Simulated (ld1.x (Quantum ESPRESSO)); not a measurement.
lithium (Li), PAW: configuration errors across variants

- Element: lithium
- Generator: ld1.x (Quantum ESPRESSO) 7.5
- Type: PAW
- Functional: LDA (PZ)
- Relativity: scalar-relativistic
- Frozen core: [He]
- Valence charge: 1
- Reference configuration: 2s1 2p0
- Partial waves: 2s (bound): rcut 2.70, rcutus 2.95 bohr; 2s channel at 0.2 Ry: rcut 2.70, rcutus 2.95 bohr; 2p (bound, empty): rcut 3.75, rcutus 4.25 bohr; 2p channel at 4.3 Ry: rcut 3.75, rcutus 4.25 bohr
- Local potential: all-electron potential smoothed inside 4.00 bohr (lloc = -1)
- Core correction: Bessel-smoothed model core inside 2.15 bohr
- Augmentation charge: BESSEL, radius 2.60 bohr

All-electron excitation energies from the reference (eV): (1) 2s0.5 2p0 2.045; (2) 2s0 2p1 1.754; (3) 2s1 2p0 spin -0.233; (4) 2s0.5 2p0 spin 1.953.

Spin tests fill each open shell by Hund’s rule, majority spin first.

2 further variants failed, have other tests or too few solved ones, and are left out.

A true bound ghost makes a file unfit for plane-wave use even where its test errors are small: the radial tests pick states by their node count and pass the ghost by.

Errors AE − PS in meV (a dash: test not solved or not reliable):

```csv
change,(1),(2),(3),(4),bound ghosts
base,-0.5,-2.0,-0.2,-0.7,none
type TM; waves now 2s (bound): rc 2.95 bohr; 2p (bound): rc 4.25 bohr; local potential all-electron potential smoothed inside 4.15 bohr (lloc = -1),+0.1,-6.1,+1.9,+0.6,none
core correction Bessel-smoothed model core inside 1.96 bohr,-0.5,-2.0,-0.2,-0.7,none
local potential all-electron potential smoothed inside 2.74 bohr (lloc = -1),-0.5,-5.2,-0.2,-0.7,p
"augmentation PSQ, inside the norm-conserving radii",-0.5,-1.9,-0.2,-0.7,none
```

(1) Give the same row for: local potential all-electron potential smoothed inside 2.25 bohr (lloc = -1).

Results:

(1) -0.5, -4.7, -0.2, -0.7; bound ghosts: p.
